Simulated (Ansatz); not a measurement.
Input for Ansatz (a program for electronic structure): U-r2SCAN/def2-TZVPP on NaRu, 2S+1 = 4, a spin state set in the input, which need not be the lowest, a point of a bond scan (R = 2.802 Å). Elements past Kr take the def2 small-core potentials; no spin–orbit coupling.

Ansatz 0.2 input:
```yaml
crystal:
  periodic: [false, false, false]
  atoms:
    - {symbol: Ru, position_ang: [0.00000000, 0.00000000, 0.00000000]}
    - {symbol: Na, position_ang: [0.00000000, 0.00000000, 2.80240400]}
basis:
  gaussian:
    orbitals: def2-TZVPP
    pivot_positions_ang: [[0.00000000, 0.00000000, 0.00000000], [0.00000000, 0.00000000, 2.80240400]]
hamiltonian:
  xc: {name: r2SCAN}
magnetization: {spin_polarized: true, initial_magnetization: 3}
output: {forces: true, orbitals: {seedname: ./end}}
```

It printed:

```
WARN ansatz: RAYON_NUM_THREADS=1 ignored (pool sized by the plan → 1); use --threads N
Functional definition: r2SCAN
integrals: 0.03 GiB planned
606 factors; their error is unknown
mean field: 0.30 GiB planned
mean field evaluation 1: about -6985.8212 eV, gradient 4.6e1 eV
mean field evaluation 2: about -6679.4054 eV, gradient 1.3e2 eV
mean field evaluation 4: about -6992.9549 eV, gradient 2.0e1 eV
mean field evaluation 8: about -6996.7013 eV, gradient 3.9e0 eV
mean field evaluation 16: about -6996.7701 eV, gradient 1.6e-2 eV
mean field evaluation 32: about -6996.8049 eV, gradient 9.1e-6 eV
mean field evaluation 64: about -6992.4676 eV, gradient 1.9e1 eV
mean field evaluation 96: about -6996.7445 eV, gradient 3.3e-2 eV
mean field evaluation 128: about -6996.7982 eV, gradient 4.0e-1 eV
mean field evaluation 160: about -6996.7704 eV, gradient 1.4e-1 eV
mean field -6996.80491502 eV, -257.1278380224 hartree, gradient 3.9e-7 eV, S^2 3.905918; 19 other end points of the search recorded, 0 dependent functions left out
the calculation of the forces begins
reference -6996.80494597 eV, -257.1278391595 hartree; 15, 12 occupied and 73, 76 virtual orbitals, 606 factors
Total energy: -6996.80494597 eV, -257.1278391595 hartree
Atom 0 at     0.000000     0.000000     0.000000 Å, force    -0.000000     0.000000     0.119831 eV/Å
Atom 1 at     0.000000     0.000000     2.802404 Å, force     0.000000    -0.000000    -0.119831 eV/Å
Dipole moment:    -0.000111    -0.000029     0.929600 e Å
```

The run converged. Its determinant has ⟨S²⟩ = 3.91, a mixture of spin states.

Cost: very roughly 28 core-seconds.
